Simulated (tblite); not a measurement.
Species: C₆H₁₂AsN.
Z-matrix (Å and degrees, GFN2-xTB geometry), rows numbered from 1:
```
C 
N   1  1.2487
C   2  1.4337  1  120.73
C   3  1.5349  2  108.94  1  -117.14
C   4  1.5254  3  113.34  2   -52.29
C   5  1.5208  4  112.83  3   -66.68
As  6  1.9795  5  113.27  4    61.14
C   3  1.5249  2  107.62  1   121.32
H   1  1.0969  2  124.23  3     0.45
H   1  1.0805  2  118.77  3  -179.42
H   3  1.1096  2  111.17  1     1.69
H   4  1.0937  3  108.37  2  -174.71
H   4  1.0936  3  108.21  2    68.43
H   5  1.0953  4  108.39  3   171.74
H   5  1.0924  4  108.54  3    54.81
H   6  1.0965  5  110.06  4   -59.30
H   6  1.0946  5  109.72  4  -176.61
H   7  1.4966  6   94.90  5    47.47
H   8  1.0944  3  109.16  2   -64.10
H   8  1.0951  3  109.30  2   178.85
```

Method: GFN2-xTB as coded in tblite; computed harmonic values from a numerical Hessian at the method's own geometry, unscaled. Against measured fundamentals such values can be off by several per cent, at times by over 20. Modes of hydrogen on arsenic can be 10 to 20 % off. One conformer, not necessarily the lowest.

Harmonic wavenumbers (cm⁻¹): 65.9, 112.8, 134.8, 239.7, 261.6, 319.1, 357.3, 380.6, 444.0, 545.1, 559.1, 620.3, 665.5, 712.5, 718.3, 805.3, 844.0, 863.1, 920.9, 939.5, 985.8, 997.3, 1026.7, 1063.1, 1098.3, 1125.9, 1164.3, 1174.7, 1201.2, 1232.4, 1249.4, 1274.9, 1312.0, 1322.6, 1350.4, 1359.6, 1423.6, 1449.8, 1455.2, 1475.4, 1486.2, 1761.6, 1971.6, 2747.1, 2861.3, 2900.3, 2913.5, 2925.5, 2932.9, 2934.2, 2949.0, 2963.5, 2976.1, 3068.8.

A = 2146, B = 1136, C = 909.8 MHz; mass 173.019 u (most abundant isotopes); point group C1, symmetry number 1.

Question: What is the zero-point energy?

Answer: Half the sum of the wavenumbers: 36322 cm⁻¹ = 103.85 kcal/mol.

Question: What is S at 298.15 K and 1 bar for an ideal gas of classical rigid rotors and harmonic oscillators?

Answer: Translation 41.38, rotation 29.36, vibration 22.21: S = 92.9 cal/(mol K).

Question: And Cp and H(298.15 K) − H(0)?

Answer: Cp = 35.99 cal/(mol K), of which vibrations give 28.04 (their classical limit is 54 R = 107.3); H(298.15 K) − H(0) = 6.15 kcal/mol without the zero-point energy, 3.78 from vibrations.

Question: What must be added to the electronic energy to get the Gibbs energy at 298.15 K and 1 bar?

Answer: ZPE + [H(298.15 K) − H(0)] − T·S = 103.85 + 6.15 − 27.71 = 82.29 kcal/mol.

Question: Blend soft modes into free rotors: weight 1/[1 + (100 cm⁻¹/ν̃)⁴] for the oscillator and the rest for a rotor with moment μB/(μ + B), μ = h/(8π²ν), B = 10⁻⁴⁴ kg m². What vibrational entropy results?

Answer: 21.13 cal/(mol K) in place of 22.21, which changes −T·S at 298.15 K by +0.32 kcal/mol.

Hindered rotation and anharmonicity are outside this model. Other conformers, if any are populated, would add a mixing term that is left out. The structure is chiral; the term R ln 2 for an equal mix with its mirror image is left out.
